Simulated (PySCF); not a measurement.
Species: C₄H₁₃GaO.
Geometry (PBE0-D3(BJ)/def2-SVP, Å), atoms numbered from 1 in this order:
```xyz
19
C4H13GaO angstrom
C      2.1470    0.1997    0.5623
C      1.5721   -1.1987    0.3600
Ga     0.1912   -1.3111   -1.0705
O     -1.1225    0.2149   -0.2994
C     -1.7606    0.0474    0.9447
C     -1.2998    1.4799   -0.8940
H      2.9306    0.2347    1.3390
H      1.3688    0.9214    0.8649
H      2.5937    0.5928   -0.3658
H      1.1537   -1.5869    1.3056
H      2.3794   -1.9046    0.0931
H      0.4779   -0.5649   -2.4410
H     -0.8458   -2.5085   -1.0474
H     -1.5640   -0.9777    1.2827
H     -1.3623    0.7601    1.6874
H     -2.8497    0.1932    0.8445
H     -2.3701    1.6713   -1.0828
H     -0.7552    1.4710   -1.8458
H     -0.8945    2.2753   -0.2449
```

Method used: PySCF 2.14.0, PBE0-D3(BJ)/def2-SVP geometry optimisation, gas phase.

Question: Which atoms are bound to Ga3, and at what distances?

Answer: 4 atoms: H13 1.584 Å, H12 1.587 Å, C2 1.991 Å, O4 2.156 Å. The nearest atom not counted as bound is H11, at 2.55 Å.

Question: List the angles at Ga3.

Answer: 
```
      angle  degrees  distance of the outer atoms (Å)
H12–Ga3–H13    119.1                             2.73
 C2–Ga3–H13    119.1                             3.09
 C2–Ga3–H12    117.9                             3.07
 O4–Ga3–H13     97.5                             2.84
  C2–Ga3–O4     97.2                             3.11
 O4–Ga3–H12     94.9                             2.78
```

Question: Describe the arrangement about Ga3 in numbers.

Answer: Angles from 94.9° to 119.1°; τ4 = (360° − α − β)/141° = 0.86 with α and β the two widest (0 for a square, 1 for a tetrahedron).

Question: What are the other bond lengths?

Answer: C1–C2 1.525 Å; O4–C5, O4–C6 1.409 Å; C1–H7, C1–H8, C1–H9 1.103 Å; C2–H10, C2–H11 1.105 Å; C5–H14 and 5 like bonds 1.101 Å.

Question: Give some angles away from the centre.

Answer: C1–C2–Ga3 114.1°, Ga3–O4–C5 120.5°, Ga3–O4–C6 124.1°, C5–O4–C6 115.0°.

Question: What are the rotational constants (commonest isotopes, rigid rotor)?

Answer: A = 2555, B = 1601, C = 1291 MHz: an asymmetric top.

Point group: C1 (no symmetry element, even within 0.4 Å). Charge 0, singlet. Whether it is a minimum is left open (no frequencies).

One conformer stands for the species.
